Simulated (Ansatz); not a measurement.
`C[BH][GeH2][SiH3]` + `C[N](C)[In]([OH])[O][SiH3]` → `C[O][In]([O][SiH3])[N](C)C` + `[BH2][GeH2][SiH3]`  (substitution at a C–B bond)

Isolated molecules relaxed with PBE0-D4/def2-TZVP in Ansatz; ΔE leaves out vibrations. CCSD(T)/CBS adds triple-zeta CCSD(T) − MP2 to the extrapolated MP2 energy (def2 sets, frozen cores). DFT in def2-TZVPP. Elements past krypton have def2 core potentials. For Ge, In outer-core shells are correlated without core-valence functions, which leaves a few kJ/mol of doubt a bond. Scalar relativity is left out up to krypton. One conformer a species, not always the lowest.

```json
{"species": "`C[BH][GeH2][SiH3]`", "PBE-D4 energy (Eh)": "-2434.30015"}
{"species": "`C[N](C)[In]([OH])[O][SiH3]`", "PBE-D4 energy (Eh)": "-766.76662"}
{"species": "`C[O][In]([O][SiH3])[N](C)C`", "PBE-D4 energy (Eh)": "-806.01789"}
{"species": "`[BH2][GeH2][SiH3]`", "PBE-D4 energy (Eh)": "-2395.00414"}
```

Question: Work out ΔE.

Answer: ΔE = (-806.01789) + (-2395.00414) − (-2434.30015) − (-766.76662) = 0.04474 Eh = +117.5 kJ/mol. CCSD(T)/CBS gives +115.9 kJ/mol.

Largest T1 diagnostic among the species: 0.015.

In def2-TZVPP, CCSD(T) changes the Hartree–Fock value by +13.6 kJ/mol (the triples alone add +0.9 kJ/mol) and MP2 by +21.0 kJ/mol.
